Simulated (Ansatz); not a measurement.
A structure relaxed at r2SCAN-D4/def2-SVP in Ansatz, charge 0, singlet:

Cartesian coordinates in Å:
```
Mg 1.311 -2.484 -2.550
S 1.898 -1.227 -0.584
Mg 1.555 0.330 1.271
S 1.910 1.722 3.289
S -0.684 -3.675 -1.859
Mg -0.529 -1.964 -0.075
S -0.603 -0.836 2.095
Mg -0.374 0.992 3.642
S 0.510 -0.774 -4.070
Mg 0.470 0.462 -1.925
S 0.658 2.227 -0.241
Mg 0.538 3.207 1.953
Mg -1.475 -1.715 -3.045
S -1.953 -0.165 -1.269
Mg -1.496 1.172 0.729
S -1.736 2.728 2.640
```

Q: Give its formula and point group.

A: Mg8S8 (started as a model of: 2x2x4 MgS rock-salt block). Point group D2d (tolerance 0.1 Å).

Q: Summarise the bond lengths by kind (pairs closer than 1.2 times the sum of covalent radii, bridged metal pairs left out).

A: 28 × Mg–S 2.41 to 2.59 Å.
